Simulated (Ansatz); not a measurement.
Computed with Ansatz on PBE0-D4/def2-TZVP structures; ΔE is electronic, products minus reactants. CCSD(T)/CBS adds triple-zeta CCSD(T) − MP2 to the extrapolated MP2 energy (def2 sets, frozen cores). DFT in def2-TZVPP. HSE06 is defined as in plane-wave codes. def2 core potentials past Kr. For Sn outer-core shells are correlated without core-valence functions, which leaves a few kJ/mol of doubt a bond. Each species was taken in one conformer, which may not be the lowest.

Consider the formal exchange of groups at a C–C bond: `C=C(F)CF` + `[F][SnH3]` → `F[CH2][SnH2][F]` + `C=CF`.

Q: Is it downhill or uphill in electronic energy at CCSD(T)/CBS, and by how much? (Estimate.)

A: The calculation gave: Uphill: ΔE = +10.0 kJ/mol.

Q: What do these levels give: BLYP-D4, CAM-B3LYP-D4, r2SCANh, HSE06, CAM-B3LYP, CCSD/def2-SVP? (An estimate is asked.)

A: Ansatz gave: BLYP-D4 7.2, CAM-B3LYP-D4 18.9, r2SCANh 19.1, HSE06 17.3, CAM-B3LYP 18.8, CCSD/def2-SVP 31.4 kJ/mol.

Largest T1 diagnostic among the species: 0.014.

At CCSD(T), def2-SVP lies +21.5 kJ/mol from the extrapolated value and def2-TZVPP +5.4 kJ/mol. From BLYP to BHLYP (50 % exact exchange), in def2-TZVPP and without D4, ΔE moves by +14.1 kJ/mol.
